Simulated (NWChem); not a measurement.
CF cation, singlet

All runs: NWChem. Pople sets run with spherical d functions. Low-valent species are run as closed-shell singlets; no triplet was tried in these runs. The geometry was optimised at B3LYP/6-31G* (spherical d). Level: M06-2X/6-31G* with COSMO at NWChem's default radii, gas-phase geometry; rows give the dielectric constant. Reactions with the solvent are ignored.

```
dielectric constant  electrostatic solvation energy (kcal/mol)
-------------------  -----------------------------------------
2.4                                                      -46.6
3.9                                                      -59.4
7.6                                                      -69.4
46.7                                                     -78.2
78.4                                                         …
```

What belongs in the gaps?


- 78.4, electrostatic solvation energy (kcal/mol): -78.9
